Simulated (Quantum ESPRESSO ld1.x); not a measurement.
One sound ld1.x (Quantum ESPRESSO 7.5) input for the chlorine ion Cl+ gives E = -459.453 hartree in 24 iterations:

```
 &input
    zed=17.0,
    iswitch=1,
    rel=0,
    dft='PBE',
    config='[Ne] 3s2 3p4',
    prefix='ld1',
    max_out_wfc=37,
    file_charge='ld1.rho',
 /
```

Changed or added lines, one case at a time, and what came of them:

- xmin=-3.0: inaccurate. The mesh starts too far from the nucleus; the run ends without a warning, but the energy is off by -0.001746 hartree against the default mesh.
- config='[Ne] 3s2 3p': refused. The program stops in el_config with "no occupancy field?": each term needs its occupation.
- atom='Cl': harmless. atom and zed name the same element, and the result equals that of the sound run.
- config='[Ne] 3s2 3p4 4p2': not converged. The string holds 18 electrons for Z = 17, so the species has charge -1 and is not the one meant. The extra electrons are not bound, and the cycle does not converge.
- isic=1 latt=1: refused. The program stops in ld1_readin with "isic and latter correction not allowed": the two corrections exclude each other.
- atom='Jo' (without zed): crashed. The symbol names no element; the program warns, takes a nuclear charge of zero and dies without a result.
- rel=1 relpert=.true.: refused. The program stops in ld1_readin with "perturbative SO-splitting for AE calculations with rel=0 only": the perturbative correction needs rel = 0.
